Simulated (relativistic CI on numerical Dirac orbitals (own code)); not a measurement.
# Pm⁵⁵⁺: computed level list

These numbers are calculated, not measured: Dirac-Coulomb-Breit CI, KLI orbitals optimised for each configuration, model QED, unscaled Slater integrals (own radial code, finite nucleus).

CI space (outside the closed core 1s2): 2s²2p², 2s2p³, 2p⁴, 2p³3s, 2p³3p, 2p³3d, 2s²2p3s, 2s²2p3p, 2s²2p3d, 2s2p²3s, 2s2p²3p, 2s2p²3d, 2s²2p4s, 2s²2p4p, 2s²2p4d, 2s²2p4f. Levels of other configurations are missing.

```
No.  Configuration  Term  J   E (eV)   %  Landé g  Lifetime (s)
 41        2s²2p3s   ³P°  2  7259.97  98    1.479      1.37e-14
 42        2s²2p3s   ¹P°  1  7267.16  66    1.136      7.05e-15
 43        2s²2p3p    ³P  1  7340.27  50    1.456      2.41e-13
 44        2s²2p3p    ³D  2  7342.79  45    1.162      3.09e-13
 45        2s2p²3s    ⁵P  2  7400.72  85    1.737      1.59e-14
 46        2s2p²3s    ³P  1  7423.87  67    1.561      8.05e-15
 47        2s2p²3s    ³D  3  7434.02  58    1.437      1.54e-14
 48        2s2p²3s    ³P  2  7455.74  39    1.233      8.26e-15
 49        2s2p²3p   ⁵P°  1  7470.04  39    1.881      1.26e-14
 50        2s2p²3p   ⁵D°  2  7479.84  47    1.353      6.41e-15
 51        2s2p²3s    ¹P  1  7492.18  25    1.165      1.54e-14
 52        2s2p²3s    ³P  0  7497.50  92               7.64e-15
 53        2s2p²3s    ³P  1  7504.19  59    1.197      1.48e-14
 54        2s2p²3s    ¹D  2  7505.35  39    1.205      1.69e-14
 55        2s²2p3p    ³D  3  7506.52  95    1.323      1.33e-13
 56        2s2p²3p   ³D°  3  7507.70  33    1.225      4.01e-15
 57        2s²2p3p    ¹P  1  7514.52  30    1.298      1.43e-14
 58        2s²2p3p    ³P  2  7533.11  55    1.298      6.07e-14
 59        2s2p²3p   ³P°  2  7536.45  41    1.486      7.10e-15
 60        2s²2p3p    ¹S  0  7553.86  62               7.06e-14
 61        2s2p²3p   ³P°  0  7562.32  46               2.88e-15
 62        2s2p²3p   ³D°  1  7563.21  57    0.889      2.83e-15
 63        2s2p²3p   ³F°  2  7564.82  39    0.921      2.74e-15
 64        2s²2p3d   ³D°  2  7580.04  39    0.999      2.53e-15
 65        2s²2p3d   ³F°  3  7585.33  52    1.092      1.74e-15
 66        2s²2p3d   ³P°  1  7589.53  53    1.081      1.58e-15
 67        2s²2p3d   ³P°  0  7591.64  92               2.12e-15
 68        2s2p²3p   ³D°  1  7603.81  30    1.114      7.47e-15
 69        2s²2p3d   ³F°  4  7615.24  97    1.236      1.64e-11
 70        2s²2p3d   ³P°  2  7626.18  46    1.244      1.84e-15
 71        2s²2p3d   ³D°  3  7640.28  51    1.217      9.46e-16
 72        2s2p²3p   ⁵D°  3  7647.44  44    1.465      6.81e-15
 73        2s²2p3d   ¹P°  1  7649.59  54    1.147      1.40e-15
 74        2s2p²3p   ⁵P°  1  7654.96  24    1.533      4.10e-15
 75        2s2p²3p   ³D°  2  7666.63  44    1.458      5.95e-15
 76        2s2p²3p   ³P°  0  7679.60  82               3.58e-15
 77        2s2p²3p   ³F°  4  7683.19  58    1.329      9.89e-13
 78        2s2p²3p   ³P°  2  7685.86  39    1.353      6.07e-15
 79        2s2p²3p   ¹P°  1  7693.62  31    1.110      4.01e-15
 80        2s2p²3p   ³D°  3  7704.64  51    1.285      6.20e-15
 81        2s2p²3d    ⁵F  2  7712.63  45    1.166      4.12e-15
 82        2s2p²3d    ⁵D  1  7714.20  50    1.188      5.28e-15
 83        2s2p²3d    ⁵D  0  7714.95  84               2.16e-14
 84          2p³3s   ³P°  2  7718.73  27    1.468      3.00e-14
 85        2s2p²3d    ⁵F  3  7721.31  54    1.190      4.56e-15
```

Energies count from the lowest computed level; ° marks odd parity; lifetimes are radiative, by E1, M1, E2, M2 decay to levels of this space only.

The mean weight of the leading LS term, summed over parents, in these 45 levels is 54 %, and that of the leading jj configuration (from the same eigenvectors) 91 %, so jj coupling describes them better and the LS labels are nominal.

At this charge energies of transitions that change n are usually good to better than 1 %, and those within a shell (Δn = 0) to a few per cent.

LS names give the leading component of a level, which can be under half, so a name can repeat, a term be missing and a line seem to break the LS rules.
